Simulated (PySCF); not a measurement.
2,3,3,3-tetrafluoropropene (C3H2F4), SMILES C=C(F)C(F)(F)F. The structure is a stationary point at B3LYP-D3(BJ)/def2-SVP.

**Question.** Give the equilibrium geometry at B3LYP-D3(BJ)/def2-SVP (PySCF confirms it by a frequency run) as bond lengths and angles, and its point group. (The exact figures need the calculation; the answer reports its results.)

**Answer.** point group Cs.
Atoms: C1 C2 F3 C4 F5 F6 F7 H8 H9. Bonded distances (Å): C1–C2 1.327, C1–H8 1.089, C1–H9 1.091, C2–F3 1.335, C2–C4 1.510, C4–F5 1.340, C4–F6 1.340, C4–F7 1.339. Bond angles (°): C2–C1–H8 120.0, C2–C1–H9 120.3, H8–C1–H9 119.7, C1–C2–F3 123.1, C1–C2–C4 125.7, F3–C2–C4 111.2, C2–C4–F5 110.8, C2–C4–F6 110.8, C2–C4–F7 111.1, F5–C4–F6 107.5, F5–C4–F7 108.2, F6–C4–F7 108.2.
